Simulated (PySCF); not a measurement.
# Neon: a sound run and one with changed settings

Sound run: Ne⁺ [He] 2s2 2p5, Ne²⁺ [He] 2s2 2p4. Computed with PySCF 2.14 in cc-pVDZ-DK (3s2p1d, 14 functions), with the spin-free X2C one-electron Hamiltonian (Gaussian nucleus). The sound run starts from symmetry-adapted Hartree-Fock orbitals and uses a fine grid where one is needed.

Changed run: 26 angular points. This setting is unsound on purpose.

| species | method | sound run (hartree) | changed run (hartree) | converged |
| --- | --- | --- | --- | --- |
| Ne⁺ | UHF | -127.90320 | -127.90320 | yes |
| Ne⁺ | MN15 | -128.21588 | -128.21140 | yes |
| Ne⁺ | TPSS | -128.27461 | -128.27465 | yes |
| Ne²⁺ | UHF | -126.45544 | -126.45544 | yes |
| Ne²⁺ | MN15 | -126.69624 | -126.69039 | yes |
| Ne²⁺ | TPSS | -126.76703 | -126.76711 | yes |

Ionisation energy of Ne⁺:

| method | sound run (eV) | changed run (eV) |
| --- | --- | --- |
| UHF | 39.395 | 39.395 |
| MN15 | 41.352 | 41.389 |
| TPSS | 41.023 | 41.022 |

A coarse angular grid integrates products of high-l functions wrongly, so density functionals can shift, and the SCF can exploit the error; Hartree-Fock and MP2 need no grid.

For comparison, NIST gives 40.963 eV between the lowest levels.
